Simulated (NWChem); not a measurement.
All runs are NWChem calculations. System: FNa, charge 0, spin multiplicity 1, at a geometry optimised with PBE0/def2-SVP. The structure started from a generated list of species. Level: PBE/aug-cc-pVDZ.

Job file:

```
start mol
memory heap 200 mb stack 900 mb global 1100 mb
geometry units angstroms nocenter noautoz
  Na     0.000000     0.000000    -0.849713
  F      0.000000     0.000000     1.038538
  symmetry group C2v
end
basis spherical
  * library aug-cc-pvdz
end
dft
  xc xpbe96 cpbe96
  semidirect memsize 60000000 filesize 0
  iterations 100
end
task dft energy
```

Output (cleaned and shortened):

```
             Northwest Computational Chemistry Package (NWChem) 7.3.0
             --------------------------------------------------------

                                NWChem Input Module
                                -------------------

 Scaling coordinates for geometry "geometry" by  1.889725989
 (inverse scale =  0.529177249)

 Turning off AUTOSYM since
 SYMMETRY directive was detected!

                             Geometry "geometry" -> ""
                             -------------------------

 Output coordinates in angstroms (scale by  1.889725989 to convert to a.u.)

  No.       Tag          Charge          X              Y              Z
 ---- ---------------- ---------- -------------- -------------- --------------
    1 Na                  11.0000     0.00000000     0.00000000    -0.84971300
    2 F                    9.0000     0.00000000     0.00000000     1.03853800

 Effective nuclear repulsion energy (a.u.)      27.7444829374

            Nuclear Dipole moment (a.u.)
            ----------------------------
        X                 Y               Z
 ---------------- ---------------- ----------------
     0.0000000000     0.0000000000    -0.0000018897

      Symmetry information
      --------------------

 Group name             C2v
 Group number             16
 Group order               4
 No. of unique centers     2

      Symmetry unique atoms

     1    2


 Summary of "ao basis" -> "" (spherical)
 ------------------------------------------------------------------------------
       Tag                 Description            Shells   Functions and Types
 ---------------- ------------------------------  ------  ---------------------
 *                        aug-cc-pvdz                 on all atoms

  pbe96 is a nonlocal functional; adding pw91lda local functional.

                                 NWChem DFT Module
                                 -----------------

 Summary of "ao basis" -> "ao basis" (spherical)
 ------------------------------------------------------------------------------
       Tag                 Description            Shells   Functions and Types
 ---------------- ------------------------------  ------  ---------------------
 Na                       aug-cc-pvdz               11       27   5s4p2d
 F                        aug-cc-pvdz                9       23   4s3p2d

 Summary of "ao basis" -> "ao basis" (spherical)
 ------------------------------------------------------------------------------
       Tag                 Description            Shells   Functions and Types
 ---------------- ------------------------------  ------  ---------------------
 Na                       aug-cc-pvdz               11       27   5s4p2d
 F                        aug-cc-pvdz                9       23   4s3p2d

      Symmetry analysis of basis
      --------------------------

        a1         24
        a2          4
        b1         11
        b2         11

            General Information
            -------------------
          SCF calculation type: DFT
          Wavefunction type:  closed shell.
          No. of atoms     :     2
          No. of electrons :    20
           Alpha electrons :    10
            Beta electrons :    10
          Charge           :     0
          Spin multiplicity:     1
          Use of symmetry is: on ; symmetry adaption is: on
          Maximum number of iterations: 100
          AO basis - number of functions:    50
                     number of shells:    20
[...]
 !! scf_movecs_sym_adapt:   16 vectors were symmetry contaminated

  Symmetry fudging

 !! scf_movecs_sym_adapt:   14 vectors were symmetry contaminated

 d= 0,ls=0.5,diis    28   -261.9785856841 -1.12D-06  1.62D-05  5.30D-06     1.2

 !! scf_movecs_sym_adapt:   20 vectors were symmetry contaminated

  Symmetry fudging

 !! scf_movecs_sym_adapt:   14 vectors were symmetry contaminated

 d= 0,ls=0.5,diis    29   -261.9785864171 -7.33D-07  1.31D-05  3.48D-06     1.3

 !! scf_movecs_sym_adapt:   18 vectors were symmetry contaminated

  Symmetry fudging

 !! scf_movecs_sym_adapt:   14 vectors were symmetry contaminated

 d= 0,ls=0.5,diis    30   -261.9785868941 -4.77D-07  1.06D-05  2.29D-06     1.3

 !! scf_movecs_sym_adapt:   16 vectors were symmetry contaminated

  Symmetry fudging

 !! scf_movecs_sym_adapt:   14 vectors were symmetry contaminated

 d= 0,ls=0.5,diis    31   -261.9785872050 -3.11D-07  8.52D-06  1.50D-06     1.3

         Total DFT energy =     -261.978587408188
      One electron energy =     -424.498090290502
           Coulomb energy =      159.537601762144
    Exchange-Corr. energy =      -24.762581817198
 Nuclear repulsion energy =       27.744482937369

 Numeric. integr. density =       20.000001531043

     Total iterative time =      1.0s

                  Occupations of the irreducible representations
                  ----------------------------------------------

                     irrep           alpha         beta
                     --------     --------     --------
                     a1                6.0          6.0
                     a2                0.0          0.0
                     b1                2.0          2.0
                     b2                2.0          2.0

                       DFT Final Molecular Orbital Analysis
                       ------------------------------------

 Vector    8  Occ=2.000000D+00  E=-1.947031D-01  Symmetry=a1
              MO Center= -2.6D-15, -2.6D-15,  9.9D-01, r^2= 7.6D-01
   Bfn.  Coefficient  Atom+Function         Bfn.  Coefficient  Atom+Function
  ----- ------------  ---------------      ----- ------------  ---------------
    34      0.632569  2 F  pz                37      0.429169  2 F  pz
    40      0.164664  2 F  pz                 8      0.113003  1 Na pz
     2      0.095616  1 Na s                  3     -0.091226  1 Na s
    30      0.038202  2 F  s                 29      0.034525  2 F  s
    31     -0.028206  2 F  s

 Vector    9  Occ=2.000000D+00  E=-1.866462D-01  Symmetry=b1
              MO Center= -6.1D-16, -3.5D-28,  1.0D+00, r^2= 6.8D-01
   Bfn.  Coefficient  Atom+Function         Bfn.  Coefficient  Atom+Function
  ----- ------------  ---------------      ----- ------------  ---------------
    32      0.636371  2 F  px                35      0.418036  2 F  px
    38      0.150467  2 F  px                 9      0.055994  1 Na px
    21     -0.041176  1 Na d  1               6     -0.030886  1 Na px

 Vector   10  Occ=2.000000D+00  E=-1.866462D-01  Symmetry=b2
              MO Center= -3.4D-28, -5.0D-16,  1.0D+00, r^2= 6.8D-01
   Bfn.  Coefficient  Atom+Function         Bfn.  Coefficient  Atom+Function
  ----- ------------  ---------------      ----- ------------  ---------------
    33      0.636371  2 F  py                36      0.418036  2 F  py
    39      0.150467  2 F  py                10      0.055994  1 Na py
    19      0.041176  1 Na d -1               7     -0.030886  1 Na py

 Vector   11  Occ=0.000000D+00  E=-7.441284D-02  Symmetry=a1
              MO Center=  2.4D-15,  3.1D-15, -1.8D+00, r^2= 5.4D+00
   Bfn.  Coefficient  Atom+Function         Bfn.  Coefficient  Atom+Function
  ----- ------------  ---------------      ----- ------------  ---------------
     3      0.490512  1 Na s                 11     -0.383935  1 Na pz
     4      0.378866  1 Na s                 34      0.116605  2 F  pz
    37      0.094927  2 F  pz                14     -0.067067  1 Na pz
    31      0.066760  2 F  s                 30     -0.065693  2 F  s
     5      0.054024  1 Na s                 29     -0.025832  2 F  s

 Vector   12  Occ=0.000000D+00  E=-3.150477D-03  Symmetry=b1
              MO Center= -2.5D-15,  4.9D-31, -1.3D+00, r^2= 2.3D+01
   Bfn.  Coefficient  Atom+Function         Bfn.  Coefficient  Atom+Function
  ----- ------------  ---------------      ----- ------------  ---------------
    15      0.445920  1 Na px                12      0.417593  1 Na px
     9      0.318336  1 Na px                26      0.169755  1 Na d  1
    32     -0.077258  2 F  px                35     -0.057204  2 F  px

 Vector   13  Occ=0.000000D+00  E=-3.150477D-03  Symmetry=b2
              MO Center=  9.9D-31, -2.9D-15, -1.3D+00, r^2= 2.3D+01
   Bfn.  Coefficient  Atom+Function         Bfn.  Coefficient  Atom+Function
  ----- ------------  ---------------      ----- ------------  ---------------
    16      0.445920  1 Na py                13      0.417593  1 Na py
    10      0.318336  1 Na py                24     -0.169755  1 Na d -1
    33     -0.077258  2 F  py                36     -0.057204  2 F  py

 center of mass
 --------------
 x =   0.00000000 y =   0.00000000 z =   0.00881348

 moments of inertia (a.u.)
 ------------------
         132.446986505747           0.000000000000           0.000000000000
           0.000000000000         132.446986505747           0.000000000000
           0.000000000000           0.000000000000           0.000000000000

     Multipole analysis of the density
     ---------------------------------

     L   x y z        total         alpha         beta         nuclear
     -   - - -        -----         -----         ----         -------
     0   0 0 0     -0.000000    -10.000000    -10.000000     20.000000

     1   1 0 0     -0.000000     -0.000000     -0.000000      0.000000
     1   0 1 0     -0.000000     -0.000000     -0.000000      0.000000
     1   0 0 1     -3.064372     -1.532185     -1.532185     -0.000002

     2   2 0 0     -7.949472     -3.974736     -3.974736      0.000000
     2   1 1 0     -0.000000     -0.000000     -0.000000      0.000000
     2   1 0 1     -0.000000     -0.000000     -0.000000      0.000000
     2   0 2 0     -7.949472     -3.974736     -3.974736      0.000000
     2   0 1 1     -0.000000     -0.000000     -0.000000      0.000000
     2   0 0 2     -7.911441    -35.468907    -35.468907     63.026373

 Task  times  cpu:        1.3s     wall:        1.3s

 Total times  cpu:        1.3s     wall:        1.3s
```
